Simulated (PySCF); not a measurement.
SMILES CO/C=C\B(O)O (C3H7BO3), singlet (GFN2-xTB optimised geometry):

```
14

C      1.855     1.831     0.031
O      0.910     0.787     0.008
C      1.422    -0.480     0.005
C      0.652    -1.567     0.000
B     -0.917    -1.567     0.000
O     -1.663    -0.428     0.000
O     -1.559    -2.760     0.001
H      1.288     2.760     0.014
H      2.464     1.795     0.940
H      2.513     1.791    -0.843
H      2.507    -0.532     0.006
H      1.166    -2.516    -0.004
H     -1.137     0.372     0.000
H     -2.513    -2.674     0.002
```

Calculation: PySCF with CAM-B3LYP/def2-TZVP.

What are the frontier orbital energies and the dipole moment?

HOMO-2 -10.37 eV, HOMO-1 -10.37 eV, HOMO -8.21 eV, LUMO 0.83 eV, LUMO+1 1.86 eV; dipole moment 3.37 D.

Meta-Löwdin charges at CAM-B3LYP/def2-TZVP: C1 -0.11, O2 -0.35, C3 0.11, C4 -0.31, B5 0.44, O6 -0.55, O7 -0.53, H8 0.13, H9 0.11, H10 0.11, H11 0.11, H12 0.13, H13 0.36, H14 0.35.
